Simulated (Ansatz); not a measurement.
Species: TaH₄, net charge 0, doublet state. The spin state was set by rule; other spins were not relaxed. 
Coordinates optimised at B3LYP-D3(BJ)/def2-TZVP (Ansatz, an electronic-structure program):
SMILES: [TaH4]
```xyz
5

Ta     0.0000     0.0000     0.0000
H      1.2794    -0.3060     1.1926
H     -1.2734     1.0403     0.6701
H     -0.6366    -1.5968    -0.4446
H      0.6306     0.8626    -1.4181
```
Charge 0, spin multiplicity 2.

Q: Give the harmonic wavenumbers at B3LYP-D3(BJ)/def2-TZVP (Ansatz, finite differences of forces, unscaled).

A: 459, 505, 529, 529, 724, 1835, 1835, 1846, 1893 cm⁻¹. Zero-point energy 14.5 kcal/mol.

Q: From these and the geometry, give the ideal-gas thermochemistry at 298.15 K and 1 atm (rigid rotor, harmonic oscillator).

A: Point group D2d, rotational symmetry number 4. Rotational constants 62.54, 58.28, 58.28 GHz. S(trans) 41.55, S(rot) 15.21, S(vib) 2.88, S(elec, spin only) 1.38, S 61.0 cal/(mol K). H(298) - H(0) 2.99 kcal/mol; G - E(el) -0.7 kcal/mol.
